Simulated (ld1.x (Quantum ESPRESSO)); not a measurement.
Co: from the effect back to the setting (PAW)

Base potential:

```json
{"Element": "cobalt", "Generator": "ld1.x (Quantum ESPRESSO) 7.5", "Type": "PAW", "Functional": "LDA (PZ)", "Relativity": "non-relativistic", "Frozen core": "[Ar]", "Valence charge": "9", "Reference configuration": "3d7 4s1.5 4p0.5", "Partial waves": "4s (bound): rcut 1.90, rcutus 2.50 bohr; 4s channel at 0.95 Ry: rcut 1.90, rcutus 2.50 bohr; 4p (bound): rcut 2.80, rcutus 3.35 bohr; 4p channel at 3.1 Ry: rcut 2.80, rcutus 3.35 bohr; 3d (bound): rcut 1.35, rcutus 1.70 bohr; 3d channel at -0.3 Ry: rcut 1.35, rcutus 1.70 bohr", "Local potential": "all-electron potential smoothed inside 2.15 bohr (lloc = -1)", "Core correction": "Bessel-smoothed model core inside 1.70 bohr", "Augmentation charge": "BESSEL, radius 1.40 bohr"}
```

Cutoffs, loose and tight: the cutoffs (Ry, on a coarse ladder) from which the occupation-weighted sum of valence levels, in a spherical-Bessel basis at the reference potential, stays within 10 and 1 mRy of its value at 400 Ry. They do not see the model core or the augmentation charge, which bear on the density cutoff. Test errors are all-electron minus pseudo excitation energies from the reference, over the configurations 3d7 4s2 4p0; 3d7 4s1 4p0; 3d7 4s0 4p0; 3d8 4s0 4p0; 3d6 4s2 4p0; 3d5 4s0 4p0; 3d7 4s0 4p2 (two spin-polarised tests are not counted in the largest error); variants that change the core or the reference have their own tests.

Only the d radius is moved:

| d radius (bohr) | cutoff, loose | cutoff, tight | bound ghosts | largest test error (meV) |
| --- | --- | --- | --- | --- |
| 1.12 | 90 Ry | 160 Ry | none | -1546 |
| 1.36 | 60 Ry | 100 Ry | none | -1610 |
| 1.62 | 40 Ry | 70 Ry | none | -1630 |
| 1.88 | 30 Ry | 50 Ry | none | -1749 |
| 2 | 25 Ry | 40 Ry | none | -168 over the solved tests; 1 of 9 tests not solved or not reliable |
| 2.56 | 15 Ry | 18 Ry | none | -1.2 over the solved tests; test run stopped at test 5 of 9 (negative rho), 2 before it not solved |

Task: One more run gave cutoff, loose: 18 Ry; cutoff, tight: 30 Ry; bound ghosts: none; largest test error (meV): -155 over the solved tests; 2 of 9 tests not solved or not reliable. Which value of the d radius was used?

Result: 2.32 bohr. The loose cutoff moves one way along this sweep, from 90 Ry at 1.12 to 15 Ry at 2.56 bohr, which places the run between 2 and 2.56 bohr.
